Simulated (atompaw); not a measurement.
Cu: PAW (atompaw) pseudisation with PBE, scalar-relativistic reference atom.

atompaw 4.2.0.5 was run on this input:

```
Cu 29
GGA-PBE scalarrelativistic loggrid 1500 logderivrange -2 5 176
4 4 3 0 0 0
4 0 1
4 1 0
0 0 0
c
c
c
v
c
c
v
v
2
2.70 2.30 2.10 1.60
y
4.55
n
y
2.65
n
y
0.15
n
custom rrkj gramschmidtortho sinc
bessel
2.70
2.70
2.50
2.70
1.60
1.60
PWSCFOUT
UPFDX 0.0125d0 UPFXMIN -7.d0 UPFZMESH 29.d0
END
```

Command:

```bash
atompaw < Cu.input > Cu.log
```

Resulting log (summary file):

```
Completed calculations for Cu (AE)

 Exchange-correlation type: GGA, Perdew-Burke-Ernzerhof

 Radial integration grid is logarithmic
 r0 =   2.8831811E-04 h =   8.3612251E-03   n =      1500 rmax =   8.0000000E+01

 Scalar relativistic calculation

 AEatom converged in  38 iterations
   nz     =  29.00
   delta  =       7.356092834104E-17

 All Electron Orbital energies:
  n  l      occupancy      energy
  1  0      2.0000000E+00 -6.5054903E+02
  2  0      2.0000000E+00 -7.8090464E+01
  3  0      2.0000000E+00 -8.4306053E+00
  4  0      1.0000000E+00 -3.3883346E-01
  2  1      6.0000000E+00 -6.7396579E+01
  3  1      6.0000000E+00 -5.3024977E+00
  4  1      0.0000000E+00 -5.1232740E-02
  3  2      1.0000000E+01 -3.7034877E-01

 Total energy
   Total                    :    -3309.69835494030485

 ---
 Completed calculations for Cu (SC)

 Exchange-correlation type: GGA, Perdew-Burke-Ernzerhof

 Radial integration grid is logarithmic
 r0 =   2.8831811E-04 h =   8.3612251E-03   n =      1500 rmax =   8.0000000E+01

 Scalar relativistic calculation

 SCatom converged in   1 iterations
   nz     =  29.00
   delta  =       7.316535149511E-17

 Valence Electron Orbital energies:
  n  l      occupancy      energy
   4  0      1.0000000E+00 -3.3883346E-01
   4  1      0.0000000E+00 -5.1232740E-02
   3  2      1.0000000E+01 -3.7034877E-01

 Total energy
   Total                    :    -3309.69835494030076
   Valence                  :     -212.94093359113910

 PAW parameters:
       lmax =            2
         rc =    2.7064222424526152
        irc =         1095
   rc_shape =    2.3088416256513757
    rc_vloc =    2.1059368596544217
    rc_core =    1.6114900204581615
   Vloc: truncated form - Vps(r)=A.sin(qr)/r for r<rc
   Projector type: RRKJ pseudization + Gram-Schmidt ortho.
   Sinc^2 compensation charge shape zeroed at   2.3088E+00

 Number of basis functions     6
 No.   n  nodes  l      Energy         Cp coeff         Occ
  1    4    3    0   -0.3388335E+00  0.1000000E+01  0.1000000E+01
  2  999    4    0    0.4550000E+01  0.2545915E+00  0.0000000E+00
  3    4    2    1   -0.5123274E-01  0.1000000E+01  0.0000000E+00
  4  999    3    1    0.2650000E+01  0.2166092E+00  0.0000000E+00
  5    3    0    2   -0.3703488E+00  0.1000000E+01  0.1000000E+02
  6  999    1    2    0.1500000E+00  0.2276857E-01  0.0000000E+00

 Eigenvalues of overlap operator (in the basis of projectors):
    1        2.82667097E-02
    2        1.22203427E-01
    3        7.71922657E-01
    4        1.88607197E+00
    5        8.97674319E+00
    6        2.55355485E+01

 Orbital leakage outside PAW augmentation regions
   orb  is_core?  %out_of_sphere
   1 0    T           0.00
   2 0    T           0.00
   3 0    T           0.00
   4 0    F          50.45
   2 1    T           0.00
   3 1    T           0.01
   4 1    F          85.91
   3 2    F           3.23

 Summary of PAW energies
   Total valence energy     :   -212.94093471799366
   Smooth energy            :     26.76830235992849
   One center               :   -239.70923707792215
   Smooth kinetic           :     28.53527000042937
   Vloc energy              :      3.69142229692046
   Smooth exch-corr         :     -6.87715587886389
   One-center xc            :   -128.19007828165854
```

The run took about 6.8 s on one core of a shared server CPU.
